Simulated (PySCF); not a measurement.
Atom-mapped SMILES (the numbers label the heavy atoms): `[CH3:1][c:2]1[cH:3][cH:4][p:5][cH:6][c:7]1[CH3:8]`; H(Xn) means a hydrogen on atom n.

[PySCF: NMR shieldings at PBE0/pcSseg-1/GIAO; PBE0-D3(BJ)/def2-SVP structure; averaged over atoms made equivalent by symmetry, fast rotation or ring inversion; non-relativistic; isolated molecule; one computed conformer]

δ = σ(ref) − σ, references computed at the same level: 13C (184.41 ppm) and 1H (31.27 ppm) against TMS; 31P (310.13 ppm) against H3PO4.

```tsv
atoms	nucleus	count	Hirshfeld charge	δ (ppm)
C3	13C	1	-0.05	141.1
C8	13C	1	-0.11	?
C6	13C	1	-0.11	164.3
H(C8)	1H	3	0.05	?
C2	13C	1	0.01	143.4
H(C3)	1H	1	0.05	7.83
H(C1)	1H	3	0.05	2.35
C1	13C	1	-0.11	24.8
C7	13C	1	0.01	147.8
P5	31P	1	0.07	?
H(C4)	1H	1	0.04	8.76
H(C6)	1H	1	0.04	8.69
C4	13C	1	-0.11	?
```

Complete the table.

Results:


- C4: 162.8 ppm, aromatic CH
- C8: 26.3 ppm, methyl carbon on an aromatic ring; saturated and bonded to C and H only
- H(C8): 2.39 ppm, hydrogen on a methyl carbon on an aromatic ring; benzylic-type position, deshielded by the ring
- P5: 210.8 ppm, phosphorus bonded to 2 C, in a 6-membered ring

Shifts are as computed. Against solution values, carbons near 30 ppm lie about +2 ppm off and those near 130 ppm about +5 ppm. Of 1211 compounds with measured shifts, 218 miss one by over three times the rms of a fit or turn the order of signals round; such compounds aren't used in these exercises. Experimental scales use liquid or dissolved standards, which lie at an offset from isolated H3PO4.
